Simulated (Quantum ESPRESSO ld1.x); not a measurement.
The numbers below are computed, except where a source is named.
Ta42+, configuration [Ar] 3d10 4s2 4p1 (the NIST ground configuration). Code: ld1.x of Quantum ESPRESSO 7.5. Model: scalar-relativistic Kohn-Sham, LDA (Slater exchange, VWN5 correlation), spin-polarised, spherical densities, point nucleus; open shells are filled with parallel spins first. Some entries of the table are withheld. Estimate them.

orbital,occ.,eigenvalue (hartree),<1/r> (bohr^-1),r(max) (bohr)
1s up,1,-2547.98,85.40,0.01168
1s down,1,-2547.94,85.40,0.01168
2s up,1,-498.177,19.99,0.06684
2s down,1,-498.153,19.98,0.06684
2p up,3,-445.931,18.17,0.05471
2p down,3,-445.898,18.17,0.05472
3s up,1,-167.068,7.521,0.1872
3s down,1,-167.027,7.522,0.1872
3p up,3,-151.466,6.978,0.1846
3p down,3,-151.422,6.980,0.1846
3d up,5,-133.841,6.603,0.1495
3d down,5,-133.801,6.604,0.1495
4s up,1,-80.4229,3.681,0.3975
4s down,1,-80.2231,3.683,0.3972
4p up,1,(1),3.462,0.4074
4p down,0,(2),3.463,0.4072
4d up,0,-67.6125,3.265,0.3987
4d down,0,-67.4215,3.267,0.3983
5s up,0,-47.2096,(3),0.6990
5s down,0,-47.1117,(4),0.6998

Answer. 
(1) 4p up eigenvalue (hartree): -74.5024
(2) 4p down eigenvalue (hartree): -74.3025
(3) 5s up <1/r> (bohr^-1): 2.192
(4) 5s down <1/r> (bohr^-1): 2.187
